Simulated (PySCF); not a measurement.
## How the method moves the HOMO and LUMO of `CBC/C=C/C`

Compound: C5H11B.
Atom-mapped SMILES: `[CH3:1][BH:2][CH2:3]/[CH:4]=[CH:5]/[CH3:6]` (hydrogens: H7, H8, H9 on C1; H10 on B2; H11, H12 on C3; H13 on C4; H14 on C5; H15, H16, H17 on C6)

Structure used (PBE0-D3(BJ)/def2-SVP), in Å, numbered top down from 1:
```
atom  x, y, z in Å
C1     3.2323    0.1858    0.7298
B2     1.8799    0.4675    0.0011
C3     0.6728   -0.5300    0.0228
C4    -0.6902    0.0368   -0.2016
C5    -1.7459   -0.1394    0.5993
C6    -3.0960    0.4628    0.3898
H7     3.3410   -0.8236    1.1536
H8     3.2779    0.9072    1.5698
H9     4.1083    0.4255    0.1055
H10    1.7701    1.4936   -0.6436
H11    0.9600   -1.1678   -0.8497
H12    0.6992   -1.2131    0.8884
H13   -0.8075    0.6746   -1.0884
H14   -1.6251   -0.7723    1.4895
H15   -3.8758   -0.3139    0.3124
H16   -3.3846    1.1097    1.2359
H17   -3.1303    1.0703   -0.5270
```

Basis pcSseg-1 throughout (PySCF), one geometry. Geometry: PBE0-D3(BJ)/def2-SVP, one conformer, isolated molecule.

**Question.** How do the orbital energies, the gap and the dipole change with the method?

**Answer.** 
| method | kind | HOMO (eV) | LUMO (eV) | gap (eV) | μ (D) | SCF cycles |
| --- | --- | --- | --- | --- | --- | --- |
| BLYP | GGA | -5.40 | -1.51 | 3.90 | 0.52 | 13 |
| B97-D | GGA | -5.50 | -1.45 | 4.06 | 0.52 | 14 |
| OPBE | GGA | -5.52 | -1.47 | 4.05 | 0.54 | 14 |
| PBE | GGA | -5.56 | -1.67 | 3.89 | 0.54 | 14 |
| KT2 | GGA | -5.58 | -1.70 | 3.87 | 0.51 | 14 |
| KT3 | GGA | -5.59 | -1.59 | 4.00 | 0.51 | 14 |
| BP86 | GGA | -5.65 | -1.72 | 3.93 | 0.53 | 13 |
| LDA | LDA | -5.69 | -1.93 | 3.76 | 0.56 | 13 |
| B97-2 | global hybrid | -6.42 | -0.62 | 5.81 | 0.49 | 12 |
| B3LYP | global hybrid | -6.46 | -0.86 | 5.59 | 0.48 | 13 |
| PBE0 | global hybrid | -6.67 | -0.64 | 6.03 | 0.49 | 12 |
| mPW1PW91 | global hybrid | -6.69 | -0.63 | 6.07 | 0.48 | 12 |
| BHandHLYP | global hybrid | -7.63 | 0.45 | 8.09 | 0.44 | 11 |
| CAM-B3LYP | range-separated hybrid | -7.97 | 0.50 | 8.47 | 0.47 | 11 |
| wB97X-D | range-separated hybrid | -8.51 | 1.28 | 9.78 | 0.46 | 12 |
| HF | Hartree–Fock | -9.06 | 3.06 | 12.12 | 0.39 | 9 |
| LC-wPBE | range-separated hybrid | -9.35 | 1.72 | 11.07 | 0.46 | 11 |

The HOMO spans 3.95 eV, from BLYP down to LC-wPBE, and the gap runs from 3.76 eV (LDA) to 12.12 eV (HF). Over the methods BLYP (0 %), B97-D (0 %), OPBE (0 %), PBE (0 %), KT2 (0 %), KT3 (0 %), BP86 (0 %), LDA (0 %), B97-2 (21 %), B3LYP (20 %), PBE0 (25 %), mPW1PW91 (25 %), BHandHLYP (50 %), HF (100 %), a straight line through the gap against the share of exact exchange rises by 0.82 eV for each 10 % (correlation coefficient 0.999). The dipole ranges from 0.39 D (HF) to 0.56 D (LDA). This basis has no diffuse functions.
